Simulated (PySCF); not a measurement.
**Correlation energy of Tc²⁺ (technetium, charge +2)**

[Kr] 4d4 5p1, one real determinant (an excited configuration). Calculation: PySCF 2.14, in def2-TZVPPD with the def2 core potential (28 electrons) (6s4p3d2f1g, 56 functions); scalar relativity through the core potential. Frozen: nothing; 13 electrons correlated.

```json
{"level": "CCSD", "correlation energy (mhartree)": "-332.03"}
{"level": "(T)", "correlation energy (mhartree)": "-7.46"}
{"level": "CCSD(T)", "correlation energy (mhartree)": "-339.49"}
```

Diagnostics: T1 = 0.0065, D1 = 0.0289, largest double amplitude 0.031.

The real determinant used has ⟨L²⟩ near 8 against 12 for a pure F term, so it mixes terms.

Cost of the coupled-cluster step: of the order of 16 core-seconds, for 13 correlated electrons.

The reference is one real determinant that mixes LS terms of this configuration.

The basis has no tight functions for the innermost shells, so their pair energies are far from complete.

This basis was not built for core-valence correlation, so the inner-shell part is incomplete.
